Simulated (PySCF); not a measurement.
PySCF input file for BiF2, SMILES [Bi]([F])[F], multiplicity 2, B3LYP-D3(BJ)/def2-TZVP. Geometry optimised at B3LYP-D3(BJ)/def2-TZVP. The multiplicity is an assumed one; other spin states were not compared. The isomer is the one that the SMILES or the coordinates give; other isomers of the formula were not compared. The def2 effective core potentials stand for the cores of Bi; spin–orbit coupling is left out.

```python
import numpy as np
from pyscf import gto, scf, dft, df
from pyscf.hessian import thermo

mol = gto.M(
    atom='''
    Bi    0.00000000   -0.00000000   -0.24079442
    F     0.00000000   -1.50659006    1.11032984
    F     0.00000000    1.50659007    1.11032984
    ''',
    basis='def2-TZVP',
    ecp={'Bi': 'def2-tzvp'},
    charge=0,
    spin=1,
    max_memory=1600,
    verbose=3,
)
mf = dft.UKS(mol, xc='b3lyp').density_fit(auxbasis='def2-universal-jkfit')
mf.disp = 'd3bj'
mf.grids.level = 3
mf.conv_tol = 1e-11
mf.max_cycle = 100
mf.kernel()
fine, coarse = mf.grids, dft.Grids(mol).set(level=1).build(with_non0tab=True)
for _ in range(3):  # follow internal instabilities
    mf.grids = coarse
    mo, _, stable, _ = mf.stability(return_status=True, nroots=4)
    mf.grids = fine
    if stable:
        break
    mf.kernel(mf.make_rdm1(mo, mf.mo_occ))

# [left out here: the lines that compute and print the analytic Hessian (its translational invariance restored by hand, since the grid's response is missing), thermochemistry and intensities]
```

Program output:

```

WARN: HOMO -0.71422230845582 >= LUMO -0.714222308455835

converged SCF energy = -414.533129498958  <S^2> = 0.75167103  2S+1 = 2.0016703
<class 'pyscf.df.df_jk.DFUKS'> wavefunction is stable in the internal stability analysis

WARN: DFTD3 does not support analytical Hessian, using finite difference


WARN: Mole.unit (angstrom) is changed to Bohr

Mode                                 0                   1                   2
Irrep
Freq [cm^-1]                      166.0779            547.4509            565.7399
Reduced mass [au]                  20.3323             20.7231             20.5223
Force const [Dyne/A]                0.3304              3.6593              3.8700
Char temp [K]                     238.9491            787.6600            813.9738
Normal mode                   x     y     z       x     y     z       x     y     z
       0  Bi                 0.00  0.00  0.02   -0.00  0.02 -0.00    0.00  0.00  0.02
       1   F                -0.00 -0.12 -0.10   -0.00 -0.12  0.10    0.00  0.11 -0.11
       2   F                -0.00  0.12 -0.10   -0.00 -0.12 -0.10    0.00 -0.11 -0.11
temperature 298.1500 [K]
pressure 101325.00 [Pa]
Rotational constants [GHz] 8.61055 5.85976 3.48685
Symmetry number 2
Zero-point energy (ZPE) 0.00291 [Eh]   7651.726 [J/mol]
                           tot       elec      trans        rot        vib
Entropy [J/mol/K]       296.942      5.763    177.456     98.906     14.817
Cv [J/mol/K]             42.243      0.000     12.472     12.472     17.300
Cp [J/mol/K]             50.558      0.000     20.786     12.472     17.300
Internal energy [J/mol]                      3718.434   3718.434  10243.014
Internal energy [Eh]   -414.52640  -414.53313
Enthalpy [J/mol]                             6197.391   3718.434  10243.014
Enthalpy [Eh]          -414.52545
Gibbs free energy [J/mol]                  -46711.132 -25770.319   5825.286
Gibbs free energy [Eh] -414.55917
mode   freq/cm-1   IR/(km/mol)
   1      166.08         7.030
   2      547.45       102.797
   3      565.74        68.701
max |gradient| / (hartree/bohr): 5.704247996672999e-05
APT charges: [ 1.2688 -0.6344 -0.6344]
```

Self-consistency was reached.
